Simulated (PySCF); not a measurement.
Cl₄Si, charge +1, doublet, at a GFN2-xTB geometry (a state made from the parent by changing its charge; the spin is typed, not shown lowest); BLYP/6-31G** in PySCF.

PySCF was given this input:
```python
from pyscf import gto, scf, dft

mol = gto.M(
    atom='''
Cl   -1.19164925   -1.22169610   -1.09532000
Si    0.00000000    0.00000000    0.00000000
Cl   -0.80538680    1.86034115    0.05270798
Cl    0.15581167   -0.72287919    1.88824352
Cl    1.84122437    0.08423415   -0.84563150
''',
    basis='6-31g**',
    charge=1,
    spin=1,
    verbose=4,
)

mf = dft.UKS(mol)
mf.xc = 'blyp'
mf.kernel()
```

What the program printed (banner, timings and long lists left out):

```
PySCF version 2.14.0

[INPUT] verbose = 4
[INPUT] num. atoms = 5
[INPUT] num. electrons = 81
[INPUT] charge = 1
[INPUT] spin (= nelec alpha-beta = 2S) = 1
[INPUT] symmetry False subgroup None
[INPUT] Mole.unit = angstrom
[INPUT] Symbol           X                Y                Z      unit          X                Y                Z       unit  Magmom
[INPUT]  1 Cl    -1.191649250000  -1.221696100000  -1.095320000000 AA   -2.251890719043  -2.308671036449  -2.069854818759 Bohr   0.0
[INPUT]  2 Si     0.000000000000   0.000000000000   0.000000000000 AA    0.000000000000   0.000000000000   0.000000000000 Bohr   0.0
[INPUT]  3 Cl    -0.805386800000   1.860341150000   0.052707980000 AA   -1.521960476340   3.515535271758   0.099603646779 Bohr   0.0
[INPUT]  4 Cl     0.155811670000  -0.722879190000   1.888243520000 AA    0.294441383311  -1.366043690247   3.568263109285 Bohr   0.0
[INPUT]  5 Cl     1.841224370000   0.084234150000  -0.845631500000 AA    3.479409793175   0.159179473836  -1.598011937305 Bohr   0.0

nuclear repulsion = 525.517195156264
number of shells = 40
number of NR pGTOs = 255
number of NR cGTOs = 90
basis = 6-31g**
ecp = {}

******** <class 'pyscf.dft.uks.UKS'> ********
method = UKS
initial guess = minao
damping factor = 0
level_shift factor = 0
DIIS = <class 'pyscf.scf.diis.CDIIS'>
diis_start_cycle = 1
diis_space = 8
diis_damp = 0
SCF conv_tol = 1e-09
SCF conv_tol_grad = None
SCF max_cycles = 50
direct_scf = True
direct_scf_tol = 1e-13
number electrons alpha = 41  beta = 40
XC library pyscf.dft.libxc version 7.1.2
    S. Lehtola, C. Steigemann, M. J. T. Oliveira, and M. A. L. Marques,  SoftwareX 7, 1–5 (2018)
XC functionals = blyp
    A. D. Becke,  Phys. Rev. A 38, 3098 (1988)
    C. Lee, W. Yang, and R. G. Parr,  Phys. Rev. B 37, 785 (1988)
    B. Miehlich, A. Savin, H. Stoll, and H. Preuss,  Chem. Phys. Lett. 157, 200 (1989)
radial grids:
    Treutler-Ahlrichs [JCP 102, 346 (1995); DOI:10.1063/1.469408] (M4) radial grids

becke partition: Becke, JCP 88, 2547 (1988); DOI:10.1063/1.454033
pruning grids: <function nwchem_prune>
grids dens level: 3
symmetrized grids: False
atomic radii adjust function: <function treutler_atomic_radii_adjust>
small_rho_cutoff = 0
Set gradient conv threshold to 3.16228e-05
tot grids = 94704
init E= -2130.94268061789

cycle= 1 E= -2129.88753171391  delta_E= 1.06  |g|= 0.323  |ddm|= 1.96
cycle= 2 E= -2129.48676913019  delta_E= 0.401  |g|= 0.821  |ddm|=  1.8
cycle= 3 E= -2129.9171033413  delta_E= -0.43  |g|= 0.239  |ddm|= 1.54

cycle= 4 E= -2129.89711719765  delta_E= 0.02  |g|= 0.254  |ddm|= 1.26
cycle= 5 E= -2129.94006147431  delta_E= -0.0429  |g|= 0.148  |ddm|= 1.21
cycle= 6 E= -2129.94043784763  delta_E= -0.000376  |g|= 0.146  |ddm|= 1.22
cycle= 7 E= -2129.94971286135  delta_E= -0.00928  |g|= 0.105  |ddm|= 1.16
cycle= 8 E= -2129.94358343648  delta_E= 0.00613  |g|= 0.133  |ddm|= 1.19

cycle= 9 E= -2129.94803824743  delta_E= -0.00445  |g|= 0.116  |ddm|= 1.19

cycle= 10 E= -2129.95085456639  delta_E= -0.00282  |g|= 0.102  |ddm|=  1.2

cycle= 11 E= -2129.95082524738  delta_E= 2.93e-05  |g|= 0.102  |ddm|= 0.0526

cycle= 12 E= -2129.94903194668  delta_E= 0.00179  |g|= 0.105  |ddm|= 0.427

cycle= 13 E= -2129.94995000067  delta_E= -0.000918  |g|= 0.104  |ddm|=  1.2

cycle= 14 E= -2129.95086287361  delta_E= -0.000913  |g|= 0.104  |ddm|= 1.14

cycle= 15 E= -2129.9505167375  delta_E= 0.000346  |g|= 0.101  |ddm|= 1.21

cycle= 16 E= -2129.94827683715  delta_E= 0.00224  |g|= 0.11  |ddm|= 1.04

cycle= 17 E= -2129.94957957071  delta_E= -0.0013  |g|= 0.103  |ddm|=  1.1

cycle= 18 E= -2129.9528362045  delta_E= -0.00326  |g|= 0.095  |ddm|= 1.19

cycle= 19 E= -2129.95107005307  delta_E= 0.00177  |g|= 0.0995  |ddm|= 0.921

cycle= 20 E= -2129.95211239504  delta_E= -0.00104  |g|= 0.097  |ddm|= 1.21
cycle= 21 E= -2129.94663633123  delta_E= 0.00548  |g|= 0.119  |ddm|= 0.925

cycle= 22 E= -2129.95052566868  delta_E= -0.00389  |g|= 0.101  |ddm|= 0.169

cycle= 23 E= -2129.94967575999  delta_E= 0.00085  |g|= 0.102  |ddm|= 0.19

cycle= 24 E= -2129.94962978833  delta_E= 4.6e-05  |g|= 0.105  |ddm|= 1.22

cycle= 25 E= -2129.94999477873  delta_E= -0.000365  |g|= 0.101  |ddm|=  1.2
cycle= 26 E= -2129.94734371623  delta_E= 0.00265  |g|= 0.114  |ddm|= 1.07

cycle= 27 E= -2129.95196007083  delta_E= -0.00462  |g|= 0.0981  |ddm|= 0.82

cycle= 28 E= -2129.95167418211  delta_E= 0.000286  |g|= 0.0998  |ddm|= 0.96

cycle= 29 E= -2129.94962990073  delta_E= 0.00204  |g|= 0.105  |ddm|= 0.524

cycle= 30 E= -2129.94948470339  delta_E= 0.000145  |g|= 0.103  |ddm|= 0.398

cycle= 31 E= -2129.95205533454  delta_E= -0.00257  |g|= 0.0977  |ddm|= 1.22
cycle= 32 E= -2129.94645472485  delta_E= 0.0056  |g|= 0.119  |ddm|= 0.868

cycle= 33 E= -2129.95012435187  delta_E= -0.00367  |g|= 0.103  |ddm|= 0.196

cycle= 34 E= -2129.9514728217  delta_E= -0.00135  |g|=  0.1  |ddm|= 1.12

cycle= 35 E= -2129.9499782949  delta_E= 0.00149  |g|= 0.102  |ddm|= 1.15

cycle= 36 E= -2129.94899976458  delta_E= 0.000979  |g|= 0.107  |ddm|= 1.11

cycle= 37 E= -2129.95027419842  delta_E= -0.00127  |g|= 0.106  |ddm|= 1.22

cycle= 38 E= -2129.9512889919  delta_E= -0.00101  |g|= 0.0995  |ddm|= 0.492

cycle= 39 E= -2129.94829495743  delta_E= 0.00299  |g|= 0.11  |ddm|= 0.259

cycle= 40 E= -2129.94919558946  delta_E= -0.000901  |g|= 0.11  |ddm|= 0.723

cycle= 41 E= -2129.95063001808  delta_E= -0.00143  |g|= 0.105  |ddm|= 0.241

cycle= 42 E= -2129.94967501414  delta_E= 0.000955  |g|= 0.109  |ddm|= 0.0438

cycle= 43 E= -2129.94841338818  delta_E= 0.00126  |g|= 0.11  |ddm|= 0.502
cycle= 44 E= -2129.94128345512  delta_E= 0.00713  |g|= 0.144  |ddm|= 1.19
cycle= 45 E= -2129.94243088942  delta_E= -0.00115  |g|= 0.138  |ddm|= 0.996

cycle= 46 E= -2129.94981562678  delta_E= -0.00738  |g|= 0.108  |ddm|= 0.59
cycle= 47 E= -2129.94799651578  delta_E= 0.00182  |g|= 0.115  |ddm|= 0.0939

cycle= 48 E= -2129.95047164124  delta_E= -0.00248  |g|= 0.107  |ddm|= 0.32

cycle= 49 E= -2129.94839285316  delta_E= 0.00208  |g|= 0.113  |ddm|= 0.983

cycle= 50 E= -2129.94875775621  delta_E= -0.000365  |g|= 0.109  |ddm|= 1.22
SCF not converged.
SCF energy = -2129.94875775621 after 50 cycles  <S^2> = 0.75084077  2S+1 = 2.0008406
```

The run did not converge; its last values are not results.
